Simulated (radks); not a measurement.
Charge is removed step by step from the 4s1/2 level of the indium ion In3+, starting from [Kr] 4d10. Method: Dirac Kohn-Sham, PBEsol, spin-unpolarised, spherical densities, point nucleus; computed with a radial shooting solver on a logarithmic mesh with Libxc functionals.

removed (e),E - E(0) (eV),eigenvalue (eV),E minus straight line (eV)
0,0.000,-149.07,0.000
0.1,15.006,-151.05,-0.914
0.2,30.211,-153.06,-1.628
0.3,45.617,-155.07,-2.142
0.4,61.226,-157.10,-2.453
0.5,77.038,-159.14,-2.561
0.6,93.055,-161.20,-2.463
0.7,109.28,-163.27,-2.160
0.8,125.71,-165.35,-1.649
0.9,142.35,-167.44,-0.929
1,159.20,-169.54,0.000

Removing the whole electron costs 159.20 eV by Delta-SCF, against 149.07 eV from minus the eigenvalue at the starting occupation. Slater's transition state (half an electron removed) gives 159.14 eV. Integrating minus the eigenvalue over the occupation (Janak's theorem) gives 159.20 eV. The mean slope of the eigenvalue, de/dn, is 20.5 eV per electron.
